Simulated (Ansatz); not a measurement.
Steps of a relaxation of C₂H₇InN, SMILES `C[CH2][In][NH2]` radical with UKS PBE-D4/def2-SVP.

```sh
$ ansatz run in.yaml --threads 2 --pin off --events-out ev --progress --plain --max-ram 31744MiB --backend cpu
```

```yaml
crystal:
  periodic: [false, false, false]
  atoms:
    - {symbol: C, position_ang: [-0.688100, 1.013000, 0.271500]}
    - {symbol: C, position_ang: [-0.330300, -0.208200, 0.992800]}
    - {symbol: In, position_ang: [1.026600, -1.572300, 0.285500]}
    - {symbol: N, position_ang: [1.455700, -1.185300, -1.475500]}
    - {symbol: H, position_ang: [-1.164000, 0.784000, -0.746000]}
    - {symbol: H, position_ang: [-1.494900, 1.627200, 0.851600]}
    - {symbol: H, position_ang: [0.179800, 1.705700, 0.109700]}
    - {symbol: H, position_ang: [-1.170000, -0.846800, 1.133000]}
    - {symbol: H, position_ang: [0.114400, 0.070000, 2.023200]}
    - {symbol: H, position_ang: [0.450200, -1.242700, -1.914200]}
    - {symbol: H, position_ang: [1.685900, -0.201500, -1.511000]}
basis:
  gaussian: {orbitals: def2-SVP}
magnetization: {spin_polarized: true, initial_magnetization: 1}
hamiltonian: {xc: pbe, dispersion: d4}
relax: {f_tol: 0.03, max_steps: 200}
```

Positions (Å) and forces (eV/Å) along the path, 12 of 18 steps:

```xyz
11
step=1 energy=-8841.7999 eV
C    -0.688    1.013    0.272   -1.493    1.960   -1.295
C    -0.330   -0.208    0.993    0.481    1.533    3.256
In    1.027   -1.572    0.285    0.489   -3.209    5.357
N     1.456   -1.185   -1.476   -0.643    0.237   -6.745
H    -1.164    0.784   -0.746    0.495    0.359    0.753
H    -1.495    1.627    0.852    0.972   -0.631   -0.731
H     0.180    1.706    0.110   -0.332   -0.176   -0.072
H    -1.170   -0.847    1.133   -1.444   -0.839    0.672
H     0.114    0.070    2.023   -0.820   -0.461   -0.837
H     0.450   -1.243   -1.914    2.035    0.259    0.176
H     1.686   -0.202   -1.511    0.260    0.968   -0.533
11
step=3 energy=-8843.4177 eV
C    -0.694    0.998    0.316   -0.209    0.160    0.068
C    -0.455   -0.169    1.269   -0.090    0.195   -0.092
In    1.065   -1.586    0.318    0.033   -0.217    0.289
N     1.518   -1.177   -1.711   -0.140    0.079   -0.344
H    -1.061    0.683   -0.688    0.053   -0.042    0.154
H    -1.467    1.690    0.737    0.106   -0.042   -0.115
H     0.216    1.613    0.137   -0.027   -0.067    0.071
H    -1.359   -0.792    1.429    0.002   -0.045   -0.014
H    -0.072    0.136    2.262    0.060   -0.004   -0.003
H     0.636   -1.281   -2.251    0.192   -0.032    0.013
H     1.739   -0.171   -1.797    0.019    0.015   -0.027
11
step=5 energy=-8843.4645 eV
C    -0.704    1.056    0.366    0.083   -0.089    0.022
C    -0.474   -0.140    1.278    0.065    0.065    0.000
In    1.029   -1.615    0.304   -0.080   -0.030   -0.131
N     1.581   -1.159   -1.722   -0.705    0.337   -0.528
H    -1.032    0.748   -0.649   -0.022    0.013   -0.014
H    -1.485    1.739    0.770   -0.026    0.011    0.006
H     0.215    1.665    0.234   -0.017    0.013    0.019
H    -1.368   -0.785    1.408    0.018    0.018    0.006
H    -0.073    0.118    2.278   -0.015    0.002   -0.009
H     0.863   -1.567   -2.389    0.771    0.381    0.606
H     1.515   -0.117   -1.858   -0.073   -0.720    0.024
11
step=6 energy=-8843.5102 eV
C    -0.691    1.064    0.374    0.086   -0.094    0.064
C    -0.474   -0.138    1.285    0.021    0.006   -0.102
In    0.977   -1.650    0.286   -0.073    0.059   -0.207
N     1.592   -1.109   -1.706   -0.862    0.277   -0.600
H    -1.022    0.769   -0.643   -0.028   -0.015   -0.022
H    -1.467    1.751    0.780   -0.039    0.018    0.014
H     0.231    1.669    0.247    0.010    0.005    0.024
H    -1.380   -0.767    1.418    0.040    0.045   -0.009
H    -0.070    0.112    2.284    0.033    0.024    0.035
H     1.029   -1.661   -2.420    0.711    0.576    0.709
H     1.340   -0.096   -1.884    0.101   -0.900    0.093
11
step=7 energy=-8843.6010 eV
C    -0.694    1.060    0.377    0.033   -0.012    0.023
C    -0.476   -0.142    1.284    0.003    0.026   -0.011
In    0.866   -1.686    0.242   -0.002    0.004   -0.187
N     1.582   -1.061   -1.671   -0.398   -0.062   -0.198
H    -1.078    0.773   -0.625    0.007   -0.008   -0.004
H    -1.439    1.770    0.806    0.003    0.010    0.017
H     0.240    1.639    0.215   -0.022   -0.003    0.002
H    -1.398   -0.728    1.474   -0.001    0.016   -0.013
H    -0.019    0.107    2.261    0.038    0.023    0.026
H     1.228   -1.684   -2.430    0.335    0.271    0.310
H     1.253   -0.105   -1.913    0.004   -0.264    0.035
11
step=8 energy=-8843.6659 eV
C    -0.670    1.065    0.384   -0.009   -0.010   -0.033
C    -0.465   -0.138    1.293   -0.069   -0.022    0.005
In    0.810   -1.713    0.223    0.003   -0.015   -0.026
N     1.503   -1.022   -1.646   -0.190   -0.166   -0.306
H    -1.015    0.769   -0.631   -0.008    0.033    0.029
H    -1.442    1.759    0.789    0.013    0.003    0.006
H     0.258    1.659    0.250    0.012   -0.016    0.011
H    -1.401   -0.706    1.479    0.013    0.035    0.002
H    -0.012    0.104    2.274    0.060   -0.002   -0.016
H     1.427   -1.696   -2.434    0.164    0.304    0.331
H     1.072   -0.137   -1.961    0.010   -0.144   -0.003
11
step=10 energy=-8843.7112 eV
C    -0.707    1.107    0.412    0.149   -0.183   -0.081
C    -0.479   -0.133    1.264   -0.103   -0.136    0.008
In    0.672   -1.787    0.151    0.025    0.174   -0.017
N     1.493   -0.985   -1.618   -0.025   -0.158   -0.137
H    -1.171    0.851   -0.564   -0.037    0.061   -0.002
H    -1.383    1.848    0.902    0.034   -0.061    0.038
H     0.246    1.627    0.190    0.009    0.064   -0.019
H    -1.411   -0.679    1.510   -0.080    0.083    0.105
H     0.087    0.043    2.200   -0.014    0.046    0.008
H     1.794   -1.676   -2.325   -0.012    0.196    0.078
H     0.924   -0.272   -2.102    0.053   -0.086    0.020
11
step=12 energy=-8843.7283 eV
C    -0.700    1.093    0.409    0.034   -0.062   -0.025
C    -0.497   -0.145    1.269   -0.047   -0.056   -0.010
In    0.677   -1.761    0.153    0.010   -0.003    0.040
N     1.482   -0.981   -1.624   -0.036    0.021   -0.103
H    -1.199    0.857   -0.555   -0.013    0.022    0.006
H    -1.340    1.852    0.917    0.019   -0.022    0.012
H     0.260    1.591    0.164    0.007    0.015   -0.010
H    -1.440   -0.664    1.535   -0.021    0.056    0.037
H     0.074    0.042    2.201   -0.006    0.021    0.008
H     1.845   -1.648   -2.317    0.010    0.050    0.024
H     0.904   -0.293   -2.131    0.043   -0.041    0.022
11
step=14 energy=-8843.7347 eV
C    -0.684    1.066    0.389   -0.002   -0.001    0.009
C    -0.514   -0.163    1.271   -0.004    0.031    0.012
In    0.664   -1.777    0.161    0.003   -0.014   -0.007
N     1.449   -0.943   -1.603    0.035   -0.033   -0.048
H    -1.238    0.842   -0.547   -0.005   -0.005   -0.004
H    -1.260    1.865    0.910    0.001    0.005    0.003
H     0.289    1.510    0.095    0.003   -0.010   -0.008
H    -1.472   -0.634    1.567   -0.004   -0.009   -0.006
H     0.072    0.035    2.191    0.003   -0.002   -0.003
H     1.911   -1.563   -2.282   -0.033    0.041    0.046
H     0.849   -0.295   -2.132    0.004   -0.002    0.006
11
step=16 energy=-8843.7357 eV
C    -0.696    1.051    0.375    0.011    0.061   -0.047
C    -0.521   -0.165    1.270   -0.006   -0.049    0.026
In    0.616   -1.803    0.141   -0.003    0.013   -0.015
N     1.468   -0.930   -1.576   -0.023    0.019    0.028
H    -1.316    0.831   -0.523    0.023    0.009    0.045
H    -1.206    1.885    0.915    0.024   -0.029   -0.036
H     0.277    1.447    0.011   -0.062   -0.011    0.025
H    -1.475   -0.621    1.602    0.021    0.014   -0.007
H     0.103    0.033    2.166   -0.005    0.001   -0.006
H     1.921   -1.538   -2.267    0.015   -0.017   -0.020
H     0.895   -0.247   -2.092    0.005   -0.011    0.005
11
step=17 energy=-8843.7360 eV
C    -0.697    1.054    0.378    0.005    0.023   -0.018
C    -0.520   -0.164    1.270   -0.005   -0.030    0.008
In    0.615   -1.801    0.138   -0.004    0.002    0.003
N     1.468   -0.932   -1.580   -0.010    0.016    0.005
H    -1.311    0.834   -0.522    0.003    0.002    0.014
H    -1.212    1.884    0.916    0.006   -0.007   -0.011
H     0.275    1.456    0.020   -0.016   -0.001    0.007
H    -1.474   -0.621    1.601    0.007    0.008   -0.001
H     0.103    0.032    2.167    0.001    0.002   -0.001
H     1.927   -1.543   -2.266    0.004   -0.006   -0.009
H     0.892   -0.256   -2.101    0.008   -0.008    0.003
11
step=18 energy=-8843.7361 eV
C    -0.699    1.053    0.377    0.000    0.001   -0.002
C    -0.519   -0.165    1.269    0.000    0.000    0.003
In    0.606   -1.804    0.133   -0.003    0.002    0.001
N     1.471   -0.931   -1.577    0.002   -0.001    0.000
H    -1.318    0.834   -0.519   -0.002    0.000    0.000
H    -1.210    1.884    0.916    0.000   -0.002    0.001
H     0.271    1.454    0.014    0.001    0.000   -0.001
H    -1.473   -0.618    1.607   -0.001   -0.001    0.000
H     0.109    0.031    2.162    0.001    0.000   -0.001
H     1.929   -1.543   -2.264    0.001    0.000   -0.001
H     0.900   -0.252   -2.098    0.000    0.001   -0.001
```

It took 57 s on 2 threads of an AMD EPYC 7R13 on a shared host, with 0.21 GiB of host memory at the peak.
